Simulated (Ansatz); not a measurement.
Diatomic Mg2, closed-shell singlet (the spin of the measured ground state).

Constants: fifth-degree fit in 1/R to seven points, most abundant isotopes. In def2 and cc sets the state is the lowest found near the PBE0 minimum, followed along R. The singlet is held restricted.

The values were computed with Ansatz (Gaussian basis) for Hartree–Fock, density functionals and correlated methods. Each number belongs to the level named beside it.

Energies at B97M-V/def2-TZVPP:

```
R (Å)       E (hartree)
--------  -------------
3.351283  -400.04241562
3.441371  -400.04271444
3.524252  -400.04286400
3.617944  -400.04293583
3.711636  -400.04294355
3.819742  -400.04291164
3.945865  -400.04285838
```

Task: With a reduced mass of 11.9925 u, find the minimum, the force constant and the constants.

Result: A fifth-degree polynomial in 1/R puts the minimum at r_e = 3.6783 Å with force constant 2.13 N/m. Then ω_e = (1/2πc)√(k/μ) = 55 cm⁻¹ and B_e = h/(8π²cμr_e²) = 0.1039 cm⁻¹; the cubic and quartic terms give α_e = 0.0091 and ω_e x_e = 10 cm⁻¹.

Ansatz is an electronic-structure program.
